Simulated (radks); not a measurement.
Results of a calculation; reference values are marked as such.
Question: The silicon anion Si4-, [Ar], held by a Watson sphere: a shell of charge +4 at radius R that stands for the Madelung well of a crystal (potential energy -4/R inside, -4/r outside, in hartree with lengths in bohr). Level of theory: scalar-relativistic Kohn-Sham, r2SCAN, spin-polarised, spherical densities, finite nucleus; meta-GGA in the generalised Kohn-Sham scheme; Fermi nuclear charge, rms radius of each element as measured or else 0.836 A^(1/3) + 0.57 fm (a radial shooting solver on a logarithmic mesh with Libxc functionals).

| R (bohr) | e(2p) (eV) | e(3s) (eV) | e(3p) (eV) | <r> 3p (bohr) | sum of <r^2> (bohr^2) | X-ray form factor at sin(theta)/lambda = 0.1 1/angstrom |
|---|---|---|---|---|---|---|
| 1.96 | -95.105 | -16.246 | -8.334 | 2.360 | 51.37 | 14.899 |
| 2.09 | -94.570 | -15.684 | -8.083 | 2.428 | 54.01 | 14.772 |
| 2.58 | -93.919 | -13.748 | -7.090 | 2.691 | 64.95 | 14.290 |
| 2.87 | -93.968 | -12.772 | -6.518 | 2.848 | 71.99 | 14.011 |
| 3.4 | -94.219 | -11.315 | -5.566 | 3.138 | 85.78 | 13.537 |
| 3.6 | -94.310 | -10.866 | -5.246 | 3.248 | 91.30 | 13.373 |
| 3.66 | -94.335 | -10.741 | -5.154 | 3.281 | 92.99 | 13.325 |

Estimate the row for R = 4.41 bohr.

Answer: e(2p) (eV) -94.554; e(3s) (eV) -9.520; e(3p) (eV) -4.181; <r> 3p (bohr) 3.702; sum of <r^2> (bohr^2) 115.6; X-ray form factor at sin(theta)/lambda = 0.1 1/angstrom 12.801.
